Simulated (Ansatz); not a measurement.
```yaml
crystal:
  periodic: [false, false, false]
  atoms:
    - {symbol: Al, position_ang: [-1.651482, 2.122893, -0.347399]}
    - {symbol: Al, position_ang: [-1.273708, 0.068276, -2.110559]}
    - {symbol: Al, position_ang: [2.146183, -1.878992, 1.138204]}
    - {symbol: Al, position_ang: [-0.159641, 0.237358, 0.964769]}
    - {symbol: Al, position_ang: [1.759224, 0.375757, -1.688142]}
    - {symbol: Al, position_ang: [1.224740, 2.416470, 0.050197]}
    - {symbol: Al, position_ang: [-1.953282, -2.301403, 0.562608]}
    - {symbol: F, position_ang: [-0.223065, 3.271149, -0.814466]}
    - {symbol: F, position_ang: [-2.122916, -1.231183, -1.102748]}
    - {symbol: F, position_ang: [2.545096, -0.752352, -0.449334]}
    - {symbol: F, position_ang: [1.226403, -0.269190, 2.006935]}
    - {symbol: F, position_ang: [-1.645828, -0.565961, 1.604789]}
    - {symbol: F, position_ang: [0.128286, -1.492812, 0.185135]}
basis:
  gaussian: {orbitals: def2-TZVP}
total_charge: 1
magnetization: {spin_polarized: true, initial_magnetization: 2}
hamiltonian: {xc: pbe0, dispersion: d4}
scf: {omitted_lower_state_checks: [starts]}
output: {orbitals: {seedname: orbitals}}
```

```sh
$ ansatz run in.yaml --threads 4 --pin off --events-out ev --progress --plain --max-ram 6963MiB
```

(1) Does this run fit into the memory that it is given?

Results:

(1) No. It has 445 basis functions, and Ansatz plans for 7.47 GiB where 6.79 GiB are given.
